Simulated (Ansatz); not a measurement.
Input for Ansatz (development build ahead of 0.2.0):

```yaml
crystal:
  periodic: [false, false, false]
  atoms:
    - { symbol: S, position_ang: [0.0, 0.0, 0.0] }
    - { symbol: F, position_ang: [1.3281, -0.1531, -0.8433] }
    - { symbol: F, position_ang: [-1.3281, 0.1531, 0.8433] }
    - { symbol: F, position_ang: [0.6323, 1.2249, 0.7735] }
    - { symbol: F, position_ang: [-0.6323, -1.2249, -0.7735] }
    - { symbol: F, position_ang: [0.5786, -0.9872, 1.0904] }
    - { symbol: F, position_ang: [-0.5786, 0.9872, -1.0904] }
basis:
  gaussian: { orbitals: def2-SVP }
magnetization:
  spin_polarized: true
  initial_magnetization: 2
hamiltonian:
  xc: hf
output:
  forces: true
```

The input is written out in the form of the current development build from the run's settings.

Results

* Converged: yes
* Total energy: -993.02072 hartree
* Spin squared of the determinant: 2.017
* Stability test: minimum

Forces (eV/Å):
```tsv
atom	Fx	Fy	Fz
S1	-8.602	-16.663	-10.523
F2	2.451	-0.460	-1.717
F3	-2.624	0.125	1.506
F4	8.022	15.540	9.814
F5	0.334	0.647	0.409
F6	1.313	-1.479	2.337
F7	-0.895	2.289	-1.825
```

Caution: another spin multiplicity may lie lower; the determinant breaks the point group.
